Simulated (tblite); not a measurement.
Task: Give a GFN2-xTB geometry of `C#Cc1cccn1[SiH2]Cl`.

Result: 
```xyz
15
C6H6ClNSi angstrom
C     -0.850    2.780   -0.791
C     -0.235    1.789   -0.499
C      0.494    0.639   -0.168
C      1.853    0.462   -0.091
C      2.072   -0.881    0.279
C      0.849   -1.468    0.413
N     -0.135   -0.553    0.145
Si    -1.869   -0.758    0.175
Cl    -2.223   -2.657    0.709
H     -1.378    3.651   -1.042
H      2.600    1.209   -0.278
H      3.024   -1.351    0.429
H      0.596   -2.474    0.683
H     -2.385   -0.524   -1.168
H     -2.418    0.142    1.182
```

Orientation and origin are arbitrary. Atoms count from 1 in this order. Si8 (chlorine-bound silicon) is distorted tetrahedral (angles from 107.0° to 113.8°). The 5-membered ring C3–C4–C5–C6–N7 has internal angles of 106.9° to 109.7°; it is planar, 0.00 Å rms from its mean plane, widest ring torsion 0°. Of the pairs four or more bonds apart, Cl9···H13 is among the closest relative to their van der Waals radii: 2.83 Å, 96 % of the sum of Bondi's values. The 5 C–C bonds span 1.202 Å (C1≡C2, drawn triple) to 1.411 Å (C4–C5, aromatic), a spread of 0.209 Å.

Bonds between heavy atoms (Å): C1≡C2 1.202, C2–C3 1.401, C3–C4 1.373, C4–C5 1.411, C5–C6 1.362, C6–N7 1.371, N7–Si8 1.747, Si8–Cl9 2.004, C3–N7 1.383.

The geometry is computed with GFN2-xTB (gas phase).

Point group: Cs (every atom within 0.08 Å of its image). Its GFN2-xTB frequencies are all real (lowest 33 cm⁻¹). The numbers are those of one conformer (C6–N7–Si8–Cl9 0°). 3 starts were optimised and ended at 0.00, 0.46 and 0.46 kcal/mol (GFN2-xTB); the lowest of these is shown.

Hardware: Arm Neoverse N1, one thread, no GPU (shared host). Cost: 1.3 s wall. This is the geometry optimisation.
